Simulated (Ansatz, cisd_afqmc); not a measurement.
Species: ZrO2, charge 0, singlet. ZrO2 (SMILES [Zr](=[O])=[O]).
B3LYP-D3(BJ)/def2-TZVP minimum from Ansatz (an electronic-structure program):
```xyz
3

Zr    -0.1854     0.1286    -0.1941
O      1.5626    -0.0948    -0.4148
O     -0.6354    -0.5480     1.3852
```

Atomisation energy term by term, kcal/mol (programs: Ansatz, cisd_afqmc). Radicals and triplets start from unrestricted determinants; spin-orbit coupling is neglected. Cores are frozen in correlated methods (noble-gas shells, and filled d and f shells in the p block). Past Kr the def2 sets carry scalar-relativistic core potentials. The Monte Carlo rows (phaseless AFQMC, CISD trial, step 0.005/hartree) carry one-sigma bars that omit the constraint's bias. Outlying blocks are dropped, and bars are widened where a walk drifts. Over all cases where full CI ran beside it in this data, AFQMC minus full CI had a median of +0.1 mEh and passed +0.4 mEh in a tenth of the cases. CBS(X,Y): correlation extrapolated as X^-3, Hartree-Fock from the larger set. A bracket is a step between two methods taken in the basis named. The T1 diagnostic of O2Zr ([O]=[Zr]=[O], singlet) reaches 0.037 in the sets run.

```json
[
 {"term": "Hartree-Fock", "basis": "def2-QZVPP", "kcal/mol": "162.48"},
 {"term": "CCSD correlation", "basis": "CBS(def2-TZVPP,def2-QZVPP)", "kcal/mol": "148.22"},
 {"term": "(T)", "basis": "CBS(def2-TZVPP,def2-QZVPP)", "kcal/mol": "20.33"},
 {"term": "CCSDT(Q) - CCSD(T)", "basis": "def2-TZVPP", "kcal/mol": "-0.10"},
 {"term": "sum: De", "basis": "", "kcal/mol": "330.9"}
]
```

The step beyond CCSD(T) by other levels: AFQMC/CISD in def2-SVP -0.20 ± 0.27; CCSDT(Q) in def2-SVP 1.12 kcal/mol.
